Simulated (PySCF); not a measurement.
Two-component Hartree-Fock for Tm (thulium, neutral)

Start: [Xe] 4f13 6s2; 4f5/2 filled at m_j = -5/2, -3/2, -1/2, +1/2, +3/2, +5/2; 4f7/2 filled at m_j = -5/2, -3/2, -1/2, +1/2, +3/2, +5/2, +7/2. Calculated with PySCF 2.14 in x2c-TZVPall-2c with one added diffuse shell each of s, p, d, f type (12s12p11d5f1g, 147 functions): generalised Hartree-Fock with the X2C-1e Hamiltonian and a Gaussian nucleus; one run each with spin-orbit coupling (SO) switched off, then screened by Boettger's factors.

| spinor shell | electrons | ε, spin-free (eV) | ε, screened SO (eV) | weight of nominal j (screened SO) | rms radius, screened SO (bohr) |
| --- | --- | --- | --- | --- | --- |
| 1s1/2 | 2 | -59693.0 | -59678.9 | 1.000 | 0.0227 |
| 2s1/2 | 2 | -10201.7 | -10197.4 | 1.000 | 0.0917 |
| 2p1/2 | 2 | -9005.3 | -9700.8 | 1.000 | 0.0783 |
| 2p3/2 | 4 | -9005.3 | -8715.4 | 1.000 | 0.0852 |
| 3s1/2 | 2 | -2348.2 | -2346.9 | 1.000 | 0.235 |
| 3p1/2 | 2 | -1979.1 | -2128.5 | 1.000 | 0.227 |
| 3p3/2 | 4 | -1979.1 | -1916.0 | 1.000 | 0.241 |
| 3d3/2 | 4 | -1520.4 | -1547.7 | 1.000 | 0.214 |
| 3d5/2 | 6 | -1520.4 | -1501.2 | 1.000 | 0.218 |
| 4s1/2 | 2 | -489.68 | -489.34 | 1.000 | 0.530 |
| 4p1/2 | 2 | -365.94 | -400.40 | 0.999 | 0.542 |
| 4p3/2 | 4 | -365.94 | -351.36 | 1.000 | 0.574 |
| 4d3/2 | 4 | -198.44 | -204.75 | 0.993 | 0.612 |
| 4d5/2 | 6 | -198.44 | -194.05 | 0.996 | 0.624 |
| 5s1/2 | 2 | -64.736 | -64.700 | 1.000 | 1.33 |
| 5p1/2 | 2 | -33.462 | -37.921 | 0.993 | 1.51 |
| 5p3/2 | 4 | -33.462 | -31.619 | 0.996 | 1.64 |
| 4f5/2 | 6 | -13.770 | -14.897 | 0.946 | 0.876 |
| 4f7/2 | 7 | -13.770 | -12.719 | 0.953 | 0.906 |
| 6s1/2 | 2 | -5.287 | -5.291 | 1.000 | 4.58 |

```tsv
quantity	spin-free	screened SO
E (hartree)	-13557.26291	-13569.24255
M_J	7/2	7/2
⟨J²⟩	15.763	15.763
⟨L²⟩	12.012	12.114
⟨S²⟩	0.751	0.853
```

Each row is a mean over spinors that exchange with the open shell spreads, by up to 9.466 eV (4d5/2).

Breit and QED terms are absent; they matter most for the inner s and p1/2 levels.

Densities and radii are taken from the X2C orbitals without a picture-change correction, which distorts them close to the nucleus.

Without spin-orbit coupling the j labels of p, d and f shells carry no meaning; the spin-free column gives the mean over the occupied spinors of each nl shell.
